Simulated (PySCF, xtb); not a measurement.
B2H2O2: 3 structures ranked

3 gas-phase structures of B2H2O2, found in a search over its isomers (lower ones may exist). Each was relaxed with GFN2-xTB; where two conformers were screened, the lower at r2SCAN-D4/def2-SVP is listed:

A. a singlet given by its coordinates
B. a singlet given by its coordinates
C. `O=BBO`, a singlet

A (Å):

| atom | x (Å) | y (Å) | z (Å) |
| --- | --- | --- | --- |
| B | -0.8640 | -1.6145 | 0.1847 |
| B | 0.2726 | -0.3973 | -0.4154 |
| O | -0.9909 | -0.7389 | -0.8906 |
| O | 0.2133 | -1.0146 | 0.8314 |
| H | -1.3864 | -2.6287 | 0.3877 |
| H | 1.1650 | 0.1056 | -0.9589 |

Close contacts (Å): B1–B2 1.77, B1–O3 1.39, B1–O4 1.39, B2–O3 1.39, B2–O4 1.39, B1–H5 1.16, B2–H6 1.16.

B (Å):

```json
{"atom": "B", "x (Å)": "-1.7745", "y (Å)": "1.4656", "z (Å)": "-0.0211"}
{"atom": "B", "x (Å)": "-0.0732", "y (Å)": "0.0213", "z (Å)": "-1.2831"}
{"atom": "O", "x (Å)": "-1.0039", "y (Å)": "0.5499", "z (Å)": "-0.5740"}
{"atom": "O", "x (Å)": "0.7697", "y (Å)": "-0.5384", "z (Å)": "-1.9264"}
{"atom": "H", "x (Å)": "-1.5851", "y (Å)": "2.6097", "z (Å)": "-0.2359"}
{"atom": "H", "x (Å)": "-2.6429", "y (Å)": "1.1018", "z (Å)": "0.6838"}
```

Close contacts (Å): B1–O3 1.32, B2–O3 1.28, B2–O4 1.20, B1–H5 1.18, B1–H6 1.18.

**Question.** Make a reasoned guess at their ranking by r2SCAN-D4/def2-SVP single-point energy.

**Answer.** Calculated order at r2SCAN-D4/def2-SVP: A (0.0), B (58.4), C (115.9) kJ/mol.

Energies above the lowest of each column, in kJ/mol; the last columns are at PBE0-D4/def2-SVP geometries (a dash: not run or not comparable):

```
structure  GFN2-xTB  HF/STO-3G  r2SCAN-D4/def2-SVP  PBE0-D4/def2-SVP  CCSD(T)/def2-SVP + ΔMP2/def2-TZVPP
        A      85.6        0.0                 0.0               0.0                                 0.0
        B       0.0       59.9                58.4              64.9                                61.3
        C     162.1      150.4               115.9     not converged                                   –
```

CCSD(T)/def2-SVP + ΔMP2/def2-TZVPP puts A lowest of those it was run on; GFN2-xTB picks B. Flexible structures stand in one conformer each, not always the lowest. Frequencies (PBE0-D4/def2-SVP) were run for A, B alone. The ΔMP2 step shifts differences by up to 15.3 kJ/mol, which makes them less sure. ΔMP2 is the change of the MP2 energy from the smaller to the larger basis.

Programs: PySCF 2.14.0, xtb 6.7.1.
